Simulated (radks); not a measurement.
Results of a calculation; reference values are marked as such.
All-electron atom: the cadmium ion Cd5+ in [Kr] 4d7. Level of theory: Dirac Kohn-Sham, PBE, spin-unpolarised, spherical densities, point nucleus; open shells are shared between the two j in proportion to 2j + 1 (a radial shooting solver on a logarithmic mesh with Libxc functionals).

Spin-orbit splittings of the eigenvalues, e(l+1/2) - e(l-1/2), with zeta = 2 splitting/(2l+1) and mean radii in bohr:

| shell | occ. | splitting (eV) | zeta (eV) | <r> j=l-1/2 | <r> j=l+1/2 |
|---|---|---|---|---|---|
| 2p | 6 | 192.5 | 128.3 | 0.1112 | 0.1164 |
| 3p | 6 | 34.41 | 22.94 | 0.3493 | 0.3602 |
| 3d | 10 | 6.997 | 2.799 | 0.3323 | 0.3359 |
| 4p | 6 | ? | ? | 0.9151 | 0.9419 |
| 4d | 7 | 0.8906 | 0.3562 | 1.107 | 1.117 |

Estimate the 4p splitting.

Answer. 6.155 eV (zeta = 4.103 eV).
